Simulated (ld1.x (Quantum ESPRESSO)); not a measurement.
## Reading a pseudo-wave (nitrogen (N))

Columns: radius, all-electron u(r) and pseudo u(r) of the 2s shell (level -18.47 eV) of nitrogen in the configuration [He] 2s2 2p3; Wu–Cohen, scalar-relativistic, RRKJ scheme, ld1.x (Quantum ESPRESSO) 7.5.

| r (bohr) | all-electron | pseudo |
| --- | --- | --- |
| 0.090 | 0.3733 | -0.0906 |
| 0.180 | 0.3296 | -0.1697 |
| 0.270 | 0.1292 | -0.2395 |
| 0.360 | -0.1090 | -0.3164 |
| 0.450 | -0.3319 | -0.4165 |
| 0.540 | -0.5188 | -0.5395 |
| 0.630 | -0.6641 | -0.6657 |
| 0.720 | -0.7691 | -0.7691 |
| 0.810 | -0.8384 | -0.8384 |
| 0.900 | -0.8775 | -0.8775 |
| 0.990 | -0.8926 | -0.8926 |
| 1.080 | -0.8888 | -0.8888 |
| 1.170 | -0.8709 | -0.8709 |
| 1.260 | -0.8428 | -0.8428 |
| 1.350 | -0.8074 | -0.8074 |
| 1.440 | -0.7674 | -0.7674 |
| 1.530 | -0.7245 | -0.7245 |
| 1.620 | -0.6803 | -0.6803 |
| 1.710 | -0.6359 | -0.6359 |
| 1.800 | -0.5920 | -0.5920 |
| 1.890 | -0.5493 | -0.5493 |
| 1.980 | -0.5081 | -0.5081 |
| 2.070 | -0.4688 | -0.4688 |
| 2.160 | -0.4316 | -0.4316 |
| 2.250 | -0.3965 | -0.3965 |
| 2.340 | -0.3635 | -0.3635 |

Problem. How many radial nodes do the two functions have?

Solution. The all-electron 2s function has n − l − 1 = 1; the pseudo-wave has 0, since the states of the same l below it are removed with the core.

Problem. At about which radius was the pseudo-wave matched?

Solution. 0.70 bohr, where the columns begin to agree (steps of 0.09 bohr).

Problem. Is the pseudo-wave norm-conserving?

Solution. Yes: the RRKJ scheme keeps the norm inside the radius equal to the all-electron one, which fixes the energy derivative of the logarithmic derivative at the level.
